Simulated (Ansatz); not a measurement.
Potential energy curve for PH (cation, charge +1), lowest doublet found (which spin is the ground state isn't settled by this scan).

Methods: UKS-PBE = unrestricted PBE/aug-cc-pVTZ run with Ansatz (a quantum-chemistry and plane-wave program); UKS-B3LYP = unrestricted B3LYP/aug-cc-pVTZ (Ansatz); UKS-BLYP = unrestricted BLYP/aug-cc-pVTZ run with Ansatz; FCI = full CI/aug-cc-pVTZ, frozen core (Ansatz).

Cost and accuracy over the 21 points of the scan, with FCI as yardstick. Costs are rough ratios of core time within Ansatz on shared cores, each with its mean field (Kohn-Sham runs search longer for lower solutions than correlated ones do); the miss is the largest error against full CI of the curve after the mean shift, in kcal/mol.

**Question.** Which is the cheapest of these levels that stays within 3.6 kcal/mol of FCI?

**Answer.** UKS-B3LYP.

| level | relative cost | largest error |
|---|---|---|
| UKS-PBE | 1 | 6.1 |
| UKS-B3LYP | 1 | 2.1 |
| UKS-BLYP | 1 | 5.1 |

Costs within a factor of two of each other count as equal.

The scan ran from 1.00 to 4.68 Å; beyond the distances shown full CI changes its symmetry label. The unrestricted determinant behind UKS-PBE, UKS-B3LYP is spin-contaminated at 2.23 to 4.00 Å (<S²> up to 1.8, against 0.75 for a pure doublet). The unrestricted determinant behind UKS-BLYP is spin-contaminated at 2.43 to 4.00 Å (<S²> up to 1.8, against 0.75 for a pure doublet).
